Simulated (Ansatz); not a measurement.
Energy difference 2 R1 + R2 → 3 P1, each structure at its B3LYP-D3(BJ)/def2-TZVP stationary point, reached from a drawn start (curvature not checked).
R1, BCl3 (SMILES ClB(Cl)Cl) (charge 0, multiplicity 1):
```xyz
4

B      0.0001     0.0001     0.0000
Cl    -1.1537     1.2981    -0.1733
Cl     0.2496    -1.1263    -1.3096
Cl     0.9039    -0.1718     1.4830
```
P1: BCl2F (SMILES FB(Cl)Cl), charge 0, multiplicity 1.
R2: BF3 (SMILES FB(F)F), charge 0, multiplicity 1.

P less R. No zero-point or thermal terms.

Correlated levels freeze the cores. CBS(a, b) extrapolates the correlation energy as X⁻³ and adds the Hartree–Fock energy of set b.

Run with Ansatz (Gaussian orbitals). Each number belongs to the level named beside it.

### Question
Give the reaction energy at the level HF/cc-pV(T+d)Z.

### Answer
1.4 kcal/mol

### Question
Estimate the reaction energy that CCSD(T)/CBS(cc-pV(T+d)Z, cc-pV(Q+d)Z) returns for this input.

### Answer
3.2 kcal/mol

### Question
Give the reaction energy at the level B2PLYP/def2-TZVPP.

### Answer
2.0 kcal/mol

Ansatz is an electronic-structure program.
